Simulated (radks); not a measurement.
Trend from Lu+ to Hg+: ionisation energy by Delta-SCF between NIST ground configurations, and size. All-electron calculation, non-relativistic Kohn-Sham, SCAN, spin-unpolarised, spherical densities, point nucleus; meta-GGA in the generalised Kohn-Sham scheme. Program: a radial shooting solver on a logarithmic mesh with Libxc functionals.

species       configuration  IE (eV)  NIST (eV)       kind  -e(HOMO) (eV)  outermost  <r> outermost (bohr)
Lu+           [Xe] 4f14 6s2   13.431      14.13  semi-emp.    10.498 (6s)         6s                  3.49
Ta+       [Xe] 4f14 5d3 6s1   13.205       16.2  semi-emp.    10.354 (6s)         6s                  3.34
W+        [Xe] 4f14 5d4 6s1   13.710       16.4  semi-emp.    10.735 (6s)         6s                  3.22
Re+       [Xe] 4f14 5d5 6s1   14.150       16.6  semi-emp.    11.062 (6s)         6s                  3.13
Os+       [Xe] 4f14 5d6 6s1   14.530         17  semi-emp.    11.343 (6s)         6s                  3.05
Ir+       [Xe] 4f14 5d7 6s1   14.874       17.0  semi-emp.    11.587 (6s)         6s                  2.99
Pt+           [Xe] 4f14 5d9   20.755       18.6       exp.    14.905 (5d)         5d                  1.61
Au+          [Xe] 4f14 5d10   22.074      20.20       exp.    16.019 (5d)         5d                  1.54
Hg+      [Xe] 4f14 5d10 6s1   15.702     18.757       exp.    12.164 (6s)         6s                  2.83

Reference values: NIST Atomic Spectra Database (exp. = measured, semi-emp. = semi-empirical, theory = theoretical value adopted there). Relativity is left out here, which matters for elements this heavy. Spin polarisation and multiplet splitting are left out, so open shells lie too high by an amount that depends on their filling.

Beside tabulated values, note that spin-unpolarised runs miss the spin-polarisation part of the exchange energy of open shells.
